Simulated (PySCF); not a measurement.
FITe. Atoms are numbered in the order given.

```xyz
3

Te     0.3185     1.1982     0.0000
F     -1.5318     1.7353     0.0000
I     -0.0524    -1.4703     0.0000
```

Geometry: B3LYP-D3(BJ)/def2-TZVP. The def2 effective core potentials stand for the cores of I, Te; spin–orbit coupling is left out.

These are M06-2X/def2-TZVPD in PySCF values and carry that method's errors.

Symmetry labels are those of the subgroup Cs that the program uses (full group Cs).

Computed valence orbital energies around the gap with their symmetry:
```json
[
 {"orbital": "HOMO−7", "symmetry": "A'", "energy (eV)": "-19.26"},
 {"orbital": "HOMO−6", "symmetry": "A'", "energy (eV)": "-14.28"},
 {"orbital": "HOMO−5", "symmetry": "A\"", "energy (eV)": "-14.23"},
 {"orbital": "HOMO−4", "symmetry": "A'", "energy (eV)": "-14.19"},
 {"orbital": "HOMO−3", "symmetry": "A'", "energy (eV)": "-10.71"},
 {"orbital": "HOMO−2", "symmetry": "A\"", "energy (eV)": "-9.90"},
 {"orbital": "HOMO−1", "symmetry": "A'", "energy (eV)": "-9.50"},
 {"orbital": "HOMO", "symmetry": "A\"", "energy (eV)": "-7.73"},
 {"orbital": "LUMO", "symmetry": "A'", "energy (eV)": "-2.23"},
 {"orbital": "LUMO+1", "symmetry": "A'", "energy (eV)": "-1.67"},
 {"orbital": "LUMO+2", "symmetry": "A'", "energy (eV)": "0.30"},
 {"orbital": "LUMO+3", "symmetry": "A'", "energy (eV)": "0.38"}
]
```
